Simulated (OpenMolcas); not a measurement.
# Ionisation energies of rubidium

```
Program             : OpenMolcas
Basis               : ANO-RCC [10s10p5d4f2g]
Scalar Hamiltonian  : DKH2, point nucleus
Spin-orbit coupling : state interaction with AMFI integrals over the reference wave functions, term energies averaged over their components
```

Active shells in each charge state: the valence s, p shells, with orbitals averaged over the low states. Where CASPT2's correlated closed shells are named, they are those of the first ion.

A. CASSCF
B. SS-CASPT2, IPEA 0.25 Eh, imaginary shift 0.1 Eh (closed shells correlated: 4s 4p)
C. SS-CASPT2, IPEA 0 Eh, imaginary shift 0.1 Eh (closed shells correlated: 4s 4p)
D. SS-CASPT2, IPEA 0.25 Eh, imaginary shift 0.1 Eh (closed shells correlated: 3d 4s 4p)
E. SS-CASPT2, IPEA 0.25 Eh, imaginary shift 0.1 Eh (closed shells correlated: none)

Energies in eV between the lowest computed levels, named as in B; reference values from the NIST Atomic Spectra Database with their kind.

| From | To | A | B | C | D | E | Spin-orbit share in B | Reference |
| --- | --- | --- | --- | --- | --- | --- | --- | --- |
| Rb 5s ²S_1/2 | Rb+ 4p⁶ ¹S₀ | 3.799 | 4.119 | 4.146 | 4.131 | 3.799 | +0.000 | 4.177 (measured) |

Error against the reference values, in %:

```csv
From,Reference,A,B,C,D,E
Rb,measured,-9.0,-1.4,-0.7,-1.1,-9.0
```

Absolute error against the one measured value: A 0.38 eV, B 0.06 eV, C 0.03 eV, D 0.05 eV, E 0.38 eV. C lies closest.
